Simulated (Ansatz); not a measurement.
Coupled-cluster run, CH$_{6}$AsBOSi, SMILES `O=CB([SiH3])[AsH2]`.

```yaml
crystal:
  periodic: [false, false, false]
  atoms:
    - {symbol: O, position_ang: [-0.927659, 0.921451, 2.158934]}
    - {symbol: C, position_ang: [-0.584516, 1.293377, 1.056078]}
    - {symbol: B, position_ang: [0.124289, 0.295341, 0.082640]}
    - {symbol: Si, position_ang: [-0.973166, -0.944113, -1.058656]}
    - {symbol: As, position_ang: [2.098016, 0.374203, -0.112577]}
    - {symbol: H, position_ang: [-0.783529, 2.346707, 0.740729]}
    - {symbol: H, position_ang: [-0.142955, -1.643461, -2.075649]}
    - {symbol: H, position_ang: [-1.572829, -1.953073, -0.142695]}
    - {symbol: H, position_ang: [-2.072289, -0.218460, -1.752821]}
    - {symbol: H, position_ang: [2.393205, -1.105588, -0.205711]}
    - {symbol: H, position_ang: [2.506734, 0.576613, 1.330329]}
basis:
  gaussian: {orbitals: def2-TZVPP}
correlation: {method: ccsd_t}
output: {orbitals: {seedname: orbitals}}
```

```sh
$ ansatz run in.yaml --threads 4 --pin off --events-out ev --progress --plain --max-ram 10444MiB
```

Output of Ansatz, abridged:

```
Functional definition: HF
  name "HF"
  cite "Fock, Z. Phys. 61, 126 (1930) doi:10.1007/BF01340294"
  parent pbe
  exchange = exact_x
  correlation = 0
1611 factors; integrals over basis functions are off by at most 1.2e-3 eV
mean field evaluation 1: about -72488.1236 eV, gradient 3.7e1 eV
mean field evaluation 2: about -72488.3785 eV, gradient 3.8e1 eV
mean field evaluation 4: about -72492.6328 eV, gradient 5.1e0 eV
mean field evaluation 8: about -72492.7877 eV, gradient 5.3e-1 eV
mean field evaluation 16: about -72492.7905 eV, gradient 2.4e-6 eV
mean field -72492.79054587 eV, -2664.0609151825 hartree, gradient 2.4e-6 eV, S^2 0.000000; 0 other end points of the search recorded, 0 dependent functions left out
17 core orbitals not correlated: weight in the atoms' cores, before any rotation towards them, 1.000 or more for the frozen orbitals, at most 0.000 for the correlated occupied ones
reference -72492.79054587 eV, -2664.0609151825 hartree; 19, 19 occupied and 231, 231 virtual orbitals, 1611 factors
second order -23.90991676 eV of doubles, -0.00000000 eV of singles
cycle   1  -24.22432882 eV  change   -3.1e-1 eV  update   1.4e-1
cycle   2  -24.99088895 eV  change   -7.7e-1 eV  update   4.5e-2
cycle   3  -25.18274137 eV  change   -1.9e-1 eV  update   2.8e-2
cycle   4  -25.16511062 eV  change    1.8e-2 eV  update   9.0e-3
cycle   5  -25.15861304 eV  change    6.5e-3 eV  update   5.5e-3
cycle   6  -25.16119877 eV  change   -2.6e-3 eV  update   2.4e-3
cycle   7  -25.16022192 eV  change    9.8e-4 eV  update   1.4e-3
cycle   8  -25.16016631 eV  change    5.6e-5 eV  update   6.1e-4
cycle   9  -25.16059365 eV  change   -4.3e-4 eV  update   3.1e-4
cycle  10  -25.16053587 eV  change    5.8e-5 eV  update   1.5e-4
cycle  11  -25.16051685 eV  change    1.9e-5 eV  update   7.2e-5
cycle  12  -25.16054899 eV  change   -3.2e-5 eV  update   3.6e-5
cycle  13  -25.16056391 eV  change   -1.5e-5 eV  update   1.6e-5
perturbative correction -1.06084493 eV, -0.0389853322 hartree
Total energy: -72519.01195472 eV, -2665.0245341841 hartree
```

Hardware: 4 threads of an Arm Neoverse V2 on a shared host. Wall time 5.3 min, peak host memory 6.7 GiB.

MP2 recovers 91.2 % of the CCSD(T) correlation energy and the triples give 4.0 %; T1 = 0.0169.
